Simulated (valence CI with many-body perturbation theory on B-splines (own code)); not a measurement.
# Tm LXIV: electric-dipole lines

Method: configuration interaction combined with many-body perturbation theory (CI+MBPT): four valence electrons over a frozen Dirac-Fock core [He], radial functions for each j: 11 s, 11 p, 9 d, 7 f, 5 g, 2 h, 1 i, with the one-electron correlation potential Σ1 (screened to all orders), the two-electron term Σ2, the three-electron term Σ3, Breit, model QED; selected single and double excitations, second order for the rest (own B-spline code, finite nucleus).

The last digits are not significant, and no measured levels were compared; by estimate large intervals hold to a few tenths of a per cent, small ones and those within an open d or f shell to about a per cent. Among the levels kept, up to 280 cm⁻¹ of a level comes from second order outside the variational space, and about a tenth of that is noise between levels of different J, which matters for small intervals.

Lines 1 to 50 of 250 in falling wavelength, among levels below 786.15 Ry, chosen from the strongest by gf and those to the six lowest levels. Wavelengths and rates use the calculated energies. Electric multipoles are in the length gauge, E1 and E2 with the static RPA response of the core. Weak lines are less certain than strong ones. Lines between different terms over intervals too small for the method are left out, as are lines whose strength nearly cancels. The highest levels of a list are the least certain.

Levels are named by their leading jj configuration (3d3/2^4 stands for four electrons in 3d with j = 3/2), which in mixed levels can hold well under half, so a name can repeat and another be missing. Letters in brackets count levels of one name in rising energy.

| λ vac (Å) | Upper | Lower | A (s⁻¹) | S (a.u.) |
| --- | --- | --- | --- | --- |
| 82.54 | (2s 2p1/2 2p3/2 3d5/2) J=5 | (2s 2p1/2 2p3/2 3p3/2) J=4 | 3.56e+10 | 1.09e-01 |
| 81.89 | (2s 2p1/2^2 3d5/2) J=3 | (2s 2p1/2^2 3p3/2) J=2 | 3.66e+10 | 6.95e-02 |
| 81.29 | (2s 2p1/2 2p3/2 3d5/2) J=4 [a] | (2s 2p1/2 2p3/2 3p3/2) J=3 [a] | 3.05e+10 | 7.27e-02 |
| 80.98 | (2s^2 2p3/2 3d5/2) J=4 | (2s^2 2p3/2 3p3/2) J=3 | 2.97e+10 | 7.01e-02 |
| 80.66 | (2s^2 2p3/2 3d5/2) J=3 | (2s^2 2p3/2 3p3/2) J=2 | 2.47e+10 | 4.48e-02 |
| 80.31 | (2s 2p1/2 2p3/2 3d5/2) J=4 [b] | (2s 2p1/2 2p3/2 3p3/2) J=3 [b] | 3.05e+10 | 7.01e-02 |
| 80.05 | (2s 2p1/2 2p3/2 3d5/2) J=3 [a] | (2s 2p1/2 2p3/2 3p3/2) J=2 [a] | 2.43e+10 | 4.31e-02 |
| 78.00 | (2s^2 2p1/2 3d5/2) J=3 | (2s^2 2p1/2 3p3/2) J=2 | 3.90e+10 | 6.40e-02 |
| 75.92 | (2s 2p1/2^2 3d5/2) J=2 | (2s 2p1/2^2 3p3/2) J=1 | 4.10e+10 | 4.43e-02 |
| 60.37 | (2s 2p1/2 2p3/2^2) J=2 [a] | (2s^2 2p3/2^2) J=2 | 1.94e+09 | 1.05e-03 |
| 49.96 | (2s 2p1/2 2p3/2^2) J=3 | (2s^2 2p3/2^2) J=2 | 1.37e+10 | 5.90e-03 |
| 49.23 | (2s 2p1/2^2 2p3/2) J=2 | (2s^2 2p1/2 2p3/2) J=2 | 1.14e+10 | 3.37e-03 |
| 45.95 | (2s 2p1/2^2 2p3/2) J=2 | (2s^2 2p1/2 2p3/2) J=1 | 1.61e+10 | 3.86e-03 |
| 38.21 | (2s 2p1/2 2p3/2^2) J=1 [a] | (2s^2 2p3/2^2) J=2 | 2.48e+10 | 2.05e-03 |
| 37.29 | (2s 2p1/2^2 2p3/2) J=1 | (2s^2 2p1/2 2p3/2) J=2 | 4.59e+10 | 3.52e-03 |
| 37.10 | (2s 2p1/2 2p3/2^2) J=2 [b] | (2s^2 2p3/2^2) J=2 | 2.21e+10 | 2.79e-03 |
| 35.38 | (2s 2p1/2^2 2p3/2) J=1 | (2s^2 2p1/2 2p3/2) J=1 | 1.03e+10 | 6.76e-04 |
| 34.71 | (2s 2p1/2 2p3/2 3d3/2) J=3 [b] | (2s 2p1/2 2p3/2 3p1/2) J=2 [b] | 1.77e+11 | 2.56e-02 |
| 34.26 | (2s 2p1/2 2p3/2 3d3/2) J=2 [d] | (2s 2p1/2 2p3/2 3p1/2) J=1 [c] | 2.54e+11 | 2.52e-02 |
| 33.84 | (2s 2p1/2 2p3/2 3d3/2) J=2 [b] | (2s 2p1/2 2p3/2 3p1/2) J=2 [b] | 2.95e+11 | 2.82e-02 |
| 33.15 | (2s 2p1/2 2p3/2 3d3/2) J=2 [a] | (2s 2p1/2 2p3/2 3p1/2) J=2 [a] | 2.27e+11 | 2.04e-02 |
| 33.13 | (2s^2 2p3/2 3d3/2) J=2 | (2s^2 2p3/2 3p1/2) J=2 | 2.07e+11 | 1.86e-02 |
| 33.04 | (2s 2p1/2^2 3p3/2) J=1 | (2s 2p1/2^2 3s) J=0 | 4.29e+11 | 2.29e-02 |
| 33.04 | (2s 2p1/2 2p3/2 3d3/2) J=1 [b] | (2s 2p1/2 2p3/2 3p1/2) J=2 [b] | 4.43e+11 | 2.36e-02 |
| 33.01 | (2s 2p1/2 2p3/2 3p3/2) J=1 [a] | (2s 2p1/2 2p3/2 3s) J=1 [a] | 4.83e+11 | 2.57e-02 |
| 32.94 | (2s^2 2p3/2 3d3/2) J=2 | (2s^2 2p3/2 3p1/2) J=1 | 2.18e+11 | 1.93e-02 |
| 32.88 | (2s 2p1/2^2 3d3/2) J=1 | (2s 2p1/2^2 3p1/2) J=0 | 2.95e+11 | 1.55e-02 |
| 32.51 | (2s^2 2p3/2 3p3/2) J=1 | (2s^2 2p3/2 3s) J=1 | 5.47e+11 | 2.79e-02 |
| 32.47 | (2s 2p1/2 2p3/2 3d3/2) J=3 [c] | (2s 2p1/2 2p3/2 3p1/2) J=2 [c] | 3.88e+11 | 4.59e-02 |
| 32.45 | (2s^2 2p3/2 3d3/2) J=3 | (2s^2 2p3/2 3p1/2) J=2 | 4.47e+11 | 5.28e-02 |
| 32.42 | (2s 2p1/2 2p3/2 3d3/2) J=3 [a] | (2s 2p1/2 2p3/2 3p1/2) J=2 [a] | 4.01e+11 | 4.73e-02 |
| 32.36 | (2s 2p1/2 2p3/2 3p3/2) J=2 [b] | (2s 2p1/2 2p3/2 3s) J=2 [b] | 4.39e+11 | 3.67e-02 |
| 32.34 | (2s^2 2p1/2 3d3/2) J=2 | (2s^2 2p1/2 3p1/2) J=1 | 4.44e+11 | 3.70e-02 |
| 32.33 | (2s 2p1/2 2p3/2 3d3/2) J=4 | (2s 2p1/2 2p3/2 3p1/2) J=3 | 4.20e+11 | 6.31e-02 |
| 32.33 | (2s 2p1/2 2p3/2 3d3/2) J=2 [c] | (2s 2p1/2 2p3/2 3p1/2) J=1 [b] | 1.83e+11 | 1.52e-02 |
| 32.32 | (2s 2p1/2^2 3d3/2) J=2 | (2s 2p1/2^2 3p1/2) J=1 | 4.29e+11 | 3.57e-02 |
| 32.27 | (2s 2p1/2 2p3/2 3p3/2) J=3 [c] | (2s 2p1/2 2p3/2 3s) J=2 [c] | 5.84e+11 | 6.78e-02 |
| 32.25 | (2s 2p1/2 2p3/2 3d3/2) J=2 [a] | (2s 2p1/2 2p3/2 3p1/2) J=1 [a] | 2.13e+11 | 1.76e-02 |
| 32.17 | (2s 2p1/2 2p3/2 3p3/2) J=2 [c] | (2s 2p1/2 2p3/2 3s) J=1 [c] | 5.89e+11 | 4.84e-02 |
| 32.09 | (2s 2p1/2 2p3/2 3d3/2) J=1 [a] | (2s 2p1/2 2p3/2 3p1/2) J=1 [a] | 3.98e+11 | 1.95e-02 |
| 31.96 | (2s^2 2p3/2 3d3/2) J=1 | (2s^2 2p3/2 3p1/2) J=1 | 3.84e+11 | 1.86e-02 |
| 31.90 | (2s 2p1/2 2p3/2 3p3/2) J=3 [a] | (2s 2p1/2 2p3/2 3s) J=2 [a] | 6.46e+11 | 7.24e-02 |
| 31.89 | (2s^2 2p3/2 3p3/2) J=3 | (2s^2 2p3/2 3s) J=2 | 7.22e+11 | 8.09e-02 |
| 31.84 | (2s 2p1/2 2p3/2 3p3/2) J=2 [a] | (2s 2p1/2 2p3/2 3s) J=1 [a] | 3.18e+11 | 2.54e-02 |
| 31.65 | (2s 2p1/2 2p3/2 3d3/2) J=3 [b] | (2s 2p1/2 2p3/2 3p1/2) J=3 | 2.41e+11 | 2.64e-02 |
| 31.61 | (2s 2p1/2 2p3/2 3p3/2) J=4 | (2s 2p1/2 2p3/2 3s) J=3 | 6.56e+11 | 9.21e-02 |
| 31.61 | (2s 2p1/2 2p3/2 3p3/2) J=3 [b] | (2s 2p1/2 2p3/2 3s) J=2 [b] | 2.73e+11 | 2.98e-02 |
| 31.13 | (2s 2p1/2 2p3/2 3p3/2) J=1 [b] | (2s 2p1/2 2p3/2 3s) J=2 [b] | 6.96e+11 | 3.11e-02 |
| 31.05 | (2s^2 2p1/2 3p3/2) J=2 | (2s^2 2p1/2 3s) J=1 | 7.61e+11 | 5.62e-02 |
| 31.04 | (2s 2p1/2 2p3/2 3p3/2) J=2 [d] | (2s 2p1/2 2p3/2 3s) J=2 [c] | 3.18e+11 | 2.34e-02 |
